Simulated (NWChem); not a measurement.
Species: Si2H4O, singlet; SMILES O[Si][SiH3]

```xyz
7

Si    -0.7129     0.8616     0.0000
O      0.7682     1.6358     0.0000
H      1.5856     1.1234     0.0003
Si     0.1010    -1.4532     0.0000
H      1.6060    -1.5224     0.0032
H     -0.3823    -2.2009    -1.2086
H     -0.3878    -2.2041     1.2045
```
Atoms are numbered in this order, from 1.

Results from NWChem. Low-valent species are run as closed-shell singlets; no triplet was tried in these runs. Geometry: optimised at PBE0/def2-SVP. Ions are spin-unrestricted doublets at the neutral geometry; other ion states weren't tried.

Task: Estimate the computed values for PBE/def2-SVP. Quantities: vertical ionisation energy, ΔSCF (eV); −ε(HOMO) (eV).

Result: 
```json
{
 "vertical ionisation energy, ΔSCF (eV)": "8.19",
 "−ε(HOMO) (eV)": "5.21"
}
```
